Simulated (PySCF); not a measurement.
Delta-SCF ions had no search for a lower state. Excitations are Tamm–Dancoff values on a coarser integration grid. The basis has no diffuse functions, so Rydberg states are missing or too high.

CH₆OSi₂, SMILES `O/[SiH]=C/[SiH3]` (H–O–Si–C torsion 180°) (charge 0, multiplicity 1)

Method: TPSSh-D3(BJ)/def2-TZVP // B3LYP-D3(BJ)/def2-TZVP run with PySCF 2.14.0.

```json
{
 "HOMO": "-5.89 eV",
 "dipole_moment": "3.38 D",
 "HOMO–LUMO gap": "4.78 eV",
 "LUMO": "-1.11 eV",
 "S1 excitation (TDA)": "4.96 eV",
 "S1 oscillator strength": "0.024",
 "brightest of the four lowest singlets (TDA)": "5.39 eV",
 "T1 excitation (TDA)": "3.27 eV",
 "S1–T1 gap (TDA)": "1.69 eV",
 "vertical ionisation energy (Delta-SCF)": "8.28 eV",
 "total_energy": "-18940.21 eV",
 "cost": "about 2.8 core-minutes (a rough figure)"
}
```

```xyz
10

O      2.8159    -0.0620     0.0084
Si     1.2346     0.3400     0.1219
C     -0.0456    -0.7073    -0.2325
Si    -1.7941    -0.1727    -0.0725
H      3.4801     0.5966     0.2283
H      1.0611     1.7310     0.5722
H      0.1657    -1.7194    -0.5618
H     -1.8314     1.2401     0.3879
H     -2.5330    -0.2537    -1.3594
H     -2.5534    -0.9924     0.9074
```
